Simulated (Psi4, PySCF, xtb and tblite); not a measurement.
Conformational energy of SMILES CC(C)(C)C[CH2][GeH3] (C₆H₁₆Ge). Scanned: dihedral C2–C5–C6–Ge7; all other coordinates were relaxed at GFN2-xTB. Points at φ and −φ are mirror images. Heavy atoms are numbered in the order of the SMILES CC(C)(C)C[CH2][GeH3], hydrogens after them in the order of the atoms that carry them; the mirror image has the same energies with the sign of each dihedral reversed.

Methods: GFN2-xTB (xtb and tblite); RMP2/6-31G* = restricted MP2 (frozen core)/6-31G*, spherical d // GFN2-xTB (PySCF 2.14.0); B3LYP-D3(BJ)/def2-SVP // GFN2-xTB (Psi4).

Energies in kJ/mol, each method relative to its own lowest point.

```json
[
 {"φ / °": "-150", "GFN2-xTB": "4.1", "RMP2/6-31G*": "5.1", "B3LYP-D3(BJ)/def2-SVP": "4.7"},
 {"φ / °": "-120", "GFN2-xTB": "8.4", "RMP2/6-31G*": "12.1", "B3LYP-D3(BJ)/def2-SVP": "10.2"},
 {"φ / °": "-90", "GFN2-xTB": "3.9", "RMP2/6-31G*": "12.4", "B3LYP-D3(BJ)/def2-SVP": "7.9"},
 {"φ / °": "-60", "GFN2-xTB": "3.6", "RMP2/6-31G*": "13.2", "B3LYP-D3(BJ)/def2-SVP": "7.1"},
 {"φ / °": "-30", "GFN2-xTB": "14.9", "RMP2/6-31G*": "26.2", "B3LYP-D3(BJ)/def2-SVP": "18.5"},
 {"φ / °": "0", "GFN2-xTB": "26.6", "RMP2/6-31G*": "40.5", "B3LYP-D3(BJ)/def2-SVP": "31.3"},
 {"φ / °": "30", "GFN2-xTB": "14.9", "RMP2/6-31G*": "26.2", "B3LYP-D3(BJ)/def2-SVP": "18.5"},
 {"φ / °": "60", "GFN2-xTB": "3.6", "RMP2/6-31G*": "13.2", "B3LYP-D3(BJ)/def2-SVP": "7.1"},
 {"φ / °": "90", "GFN2-xTB": "3.9", "RMP2/6-31G*": "12.4", "B3LYP-D3(BJ)/def2-SVP": "7.9"},
 {"φ / °": "120", "GFN2-xTB": "8.4", "RMP2/6-31G*": "12.1", "B3LYP-D3(BJ)/def2-SVP": "10.2"},
 {"φ / °": "150", "GFN2-xTB": "4.1", "RMP2/6-31G*": "5.1", "B3LYP-D3(BJ)/def2-SVP": "4.7"},
 {"φ / °": "180", "GFN2-xTB": "0.0", "RMP2/6-31G*": "0.0", "B3LYP-D3(BJ)/def2-SVP": "0.0"}
]
```
